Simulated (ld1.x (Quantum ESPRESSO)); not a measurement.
# Tc: excitation energies, all-electron against PAW

| Quantity | Value |
| --- | --- |
| Element | Tc (Z = 43) |
| Generator | ld1.x (Quantum ESPRESSO) 7.5 |
| Type | PAW |
| Functional | LDA (PZ) |
| Relativity | scalar-relativistic |
| Frozen core | [Ar] 3d10 |
| Valence charge | 15 |
| Reference configuration | 4s2 4p6 4d5 5s1.5 5p0.5 |
| Partial waves | 4s (bound): rcut 1.75, rcutus 1.90 bohr; 5s (bound): rcut 1.75, rcutus 1.90 bohr; 4p (bound): rcut 1.95, rcutus 2.40 bohr; 5p (bound): rcut 1.95, rcutus 2.40 bohr; 4d (bound): rcut 1.55, rcutus 1.80 bohr; 4d channel at -0.25 Ry: rcut 1.55, rcutus 1.80 bohr |
| Local potential | all-electron potential smoothed inside 1.45 bohr (lloc = -1) |
| Core correction | Bessel-smoothed model core, default radius (core density twice the valence density) |
| Augmentation charge | PSQ, inside the norm-conserving radii |

Energies are relative to the spin-unpolarised reference configuration 4s2 4p6 4d5 5s1.5 5p0.5; without spin polarisation the order of configurations can differ from experiment. Spin-polarised rows fill each open shell by Hund’s rule, majority spin first.

```csv
valence configuration,charge,ΔE all-electron (eV),error AE − PS (meV)
4s2 4p6 4d5 5s1 5p0,+1,6.539,-0.8
4s1 4p6 4d5 5s2 5p0,+1,78.077,-36
4s2 4p6 4d5 5s1 5p1,0,1.946,0.0
4s2 4p6 4d4 5s0 5p0,+3,50.669,-4.7
4s2 4p6 4d5 5s0 5p1,+1,11.220,+1.3
4s2 4p6 4d5 5s1.5 5p0.5 (spin-polarised),0,-4.086,-0.1
4s2 4p6 4d5 5s2 5p0 (spin-polarised),0,-5.388,+0.4
```

Problem. What are ΔE and the potential's error for 4s2 4p6 4d5 5s2 5p0?

Solution. ΔE = -1.893 eV all-electron; the error (AE − PS) is +0.3 meV.

Problem. What are ΔE and the potential's error for 4s2 4p6 4d5 5s0 5p0?

Solution. ΔE = 21.741 eV all-electron; the error (AE − PS) is -0.3 meV.
